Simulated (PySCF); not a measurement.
Ti, charge +1, quartet; DF-M062X/aug-cc-pVDZ run with PySCF.

The PySCF input:
```python
from pyscf import gto, scf, dft
import numpy

mol = gto.M(
    atom='''
Ti    0.000000    0.000000    0.000000
''',
    basis='aug-cc-pvdz',
    charge=1,
    spin=3,
    verbose=4,
)
print('smallest overlap eigenvalue', numpy.linalg.eigvalsh(mol.intor('int1e_ovlp'))[0])

mf = dft.UKS(mol)
mf.xc = 'm062x'
mf = mf.density_fit(auxbasis='def2-universal-jkfit')
mf.kernel()
```

What the program printed (banner, timings and long lists left out):

```
PySCF version 2.14.0

[INPUT] verbose = 4
[INPUT] num. atoms = 1
[INPUT] num. electrons = 21
[INPUT] charge = 1
[INPUT] spin (= nelec alpha-beta = 2S) = 3
[INPUT] symmetry False subgroup None
[INPUT] Mole.unit = angstrom
[INPUT] Symbol           X                Y                Z      unit          X                Y                Z       unit  Magmom
[INPUT]  1 Ti     0.000000000000   0.000000000000   0.000000000000 AA    0.000000000000   0.000000000000   0.000000000000 Bohr   0.0

nuclear repulsion = 0
number of shells = 11
number of NR pGTOs = 138
number of NR cGTOs = 59
basis = aug-cc-pvdz
ecp = {}
smallest overlap eigenvalue 0.00015323403869090018

******** <class 'pyscf.df.df_jk.DFUKS'> ********
method = DFUKS
initial guess = minao
damping factor = 0
level_shift factor = 0
DIIS = <class 'pyscf.scf.diis.CDIIS'>
diis_start_cycle = 1
diis_space = 8
diis_damp = 0
SCF conv_tol = 1e-09
SCF conv_tol_grad = None
SCF max_cycles = 50
direct_scf = False
number electrons alpha = 12  beta = 9
XC library pyscf.dft.libxc version 7.1.2
    S. Lehtola, C. Steigemann, M. J. T. Oliveira, and M. A. L. Marques,  SoftwareX 7, 1–5 (2018)
XC functionals = m062x
    Y. Zhao and D. G. Truhlar,  Theor. Chem. Acc. 120, 215 (2008)
    Y. Zhao and D. G. Truhlar,  Theor. Chem. Acc. 120, 215 (2008)
radial grids:
    Treutler-Ahlrichs [JCP 102, 346 (1995); DOI:10.1063/1.469408] (M4) radial grids

becke partition: Becke, JCP 88, 2547 (1988); DOI:10.1063/1.454033
pruning grids: <function nwchem_prune>
grids dens level: 3
symmetrized grids: False
atomic radii adjust function: <function treutler_atomic_radii_adjust>
small_rho_cutoff = 0
Set gradient conv threshold to 3.16228e-05
tot grids = 20904
******** <class 'pyscf.df.df.DF'> ********
auxbasis = def2-universal-jkfit
init E= -849.015082306246

cycle= 1 E= -849.014858794156  delta_E= 0.000224  |g|= 0.207  |ddm|= 1.71
cycle= 2 E= -849.068317870451  delta_E= -0.0535  |g|= 0.093  |ddm|= 1.04
cycle= 3 E= -849.072511986347  delta_E= -0.00419  |g|= 0.0152  |ddm|= 0.469
cycle= 4 E= -849.073292694552  delta_E= -0.000781  |g|= 0.0095  |ddm|= 0.167
cycle= 5 E= -849.0739118309  delta_E= -0.000619  |g|= 0.00879  |ddm|= 0.0526
cycle= 6 E= -849.075964116714  delta_E= -0.00205  |g|= 0.00593  |ddm|= 0.236
cycle= 7 E= -849.07632365706  delta_E= -0.00036  |g|= 0.00363  |ddm|= 0.0741
cycle= 8 E= -849.076568485766  delta_E= -0.000245  |g|= 0.00187  |ddm|= 0.0917
cycle= 9 E= -849.076616185938  delta_E= -4.77e-05  |g|= 0.00171  |ddm|= 0.027
cycle= 10 E= -849.076633485987  delta_E= -1.73e-05  |g|= 0.0013  |ddm|= 0.016
cycle= 11 E= -849.076659987084  delta_E= -2.65e-05  |g|= 0.00103  |ddm|= 0.0198
cycle= 12 E= -849.076694976119  delta_E= -3.5e-05  |g|= 0.000936  |ddm|= 0.036
cycle= 13 E= -849.076702579591  delta_E= -7.6e-06  |g|= 0.000691  |ddm|= 0.0122
cycle= 14 E= -849.076707287009  delta_E= -4.71e-06  |g|= 0.000602  |ddm|= 0.00721
cycle= 15 E= -849.07671577234  delta_E= -8.49e-06  |g|= 0.000636  |ddm|= 0.013
cycle= 16 E= -849.076718847282  delta_E= -3.07e-06  |g|= 0.000572  |ddm|= 0.0052
cycle= 17 E= -849.076720438177  delta_E= -1.59e-06  |g|= 0.000558  |ddm|= 0.00284
cycle= 18 E= -849.076720962322  delta_E= -5.24e-07  |g|= 0.000554  |ddm|= 0.00147
cycle= 19 E= -849.07672258879  delta_E= -1.63e-06  |g|= 0.000572  |ddm|= 0.00269
cycle= 20 E= -849.076724667877  delta_E= -2.08e-06  |g|= 0.000589  |ddm|= 0.00398
cycle= 21 E= -849.076728145068  delta_E= -3.48e-06  |g|= 0.00056  |ddm|= 0.00565
cycle= 22 E= -849.076731081509  delta_E= -2.94e-06  |g|= 0.000596  |ddm|= 0.00507
cycle= 23 E= -849.076729497111  delta_E= 1.58e-06  |g|= 0.000568  |ddm|= 0.00343
cycle= 24 E= -849.076728545347  delta_E= 9.52e-07  |g|= 0.000562  |ddm|= 0.00203
cycle= 25 E= -849.076731161411  delta_E= -2.62e-06  |g|= 0.000532  |ddm|= 0.00405
cycle= 26 E= -849.076733905047  delta_E= -2.74e-06  |g|= 0.000621  |ddm|= 0.00441
cycle= 27 E= -849.07673809656  delta_E= -4.19e-06  |g|= 0.000547  |ddm|= 0.00678
cycle= 28 E= -849.076735086514  delta_E= 3.01e-06  |g|= 0.000561  |ddm|= 0.0052
cycle= 29 E= -849.07673561494  delta_E= -5.28e-07  |g|= 0.000543  |ddm|= 0.000919
cycle= 30 E= -849.076736426295  delta_E= -8.11e-07  |g|= 0.000543  |ddm|= 0.00136
cycle= 31 E= -849.0767374165  delta_E= -9.9e-07  |g|= 0.000585  |ddm|= 0.00167
cycle= 32 E= -849.076738294866  delta_E= -8.78e-07  |g|= 0.00056  |ddm|= 0.00146
cycle= 33 E= -849.076738500091  delta_E= -2.05e-07  |g|= 0.000547  |ddm|= 0.000402
cycle= 34 E= -849.076738878118  delta_E= -3.78e-07  |g|= 0.000592  |ddm|= 0.000608
cycle= 35 E= -849.076738859834  delta_E= 1.83e-08  |g|= 0.000589  |ddm|= 0.000272
cycle= 36 E= -849.076738831548  delta_E= 2.83e-08  |g|= 0.000599  |ddm|= 0.000482
cycle= 37 E= -849.076738797312  delta_E= 3.42e-08  |g|= 0.00055  |ddm|= 0.000224
cycle= 38 E= -849.076739807319  delta_E= -1.01e-06  |g|= 0.000574  |ddm|= 0.00179
cycle= 39 E= -849.07674037508  delta_E= -5.68e-07  |g|= 0.000605  |ddm|= 0.000971
cycle= 40 E= -849.07674141978  delta_E= -1.04e-06  |g|= 0.000568  |ddm|= 0.00167
cycle= 41 E= -849.076741658027  delta_E= -2.38e-07  |g|= 0.000577  |ddm|= 0.000779
cycle= 42 E= -849.076741843833  delta_E= -1.86e-07  |g|= 0.000758  |ddm|= 0.000414
cycle= 43 E= -849.076742048008  delta_E= -2.04e-07  |g|= 0.000609  |ddm|= 0.00085
cycle= 44 E= -849.076742078434  delta_E= -3.04e-08  |g|= 0.0006  |ddm|= 0.000778
cycle= 45 E= -849.076742335796  delta_E= -2.57e-07  |g|= 0.000564  |ddm|= 0.00112
cycle= 46 E= -849.076742602782  delta_E= -2.67e-07  |g|= 0.000571  |ddm|= 0.00113
cycle= 47 E= -849.076743720454  delta_E= -1.12e-06  |g|= 0.000627  |ddm|= 0.00196
cycle= 48 E= -849.076744203473  delta_E= -4.83e-07  |g|= 0.000544  |ddm|= 0.00103
cycle= 49 E= -849.076745053393  delta_E= -8.5e-07  |g|= 0.000581  |ddm|= 0.00146
cycle= 50 E= -849.076745046555  delta_E= 6.84e-09  |g|= 0.000614  |ddm|= 0.000602
SCF not converged.
SCF energy = -849.076745046555 after 50 cycles  <S^2> = 3.750476  2S+1 = 4.000238
```

The run did not converge; its last values are not results.
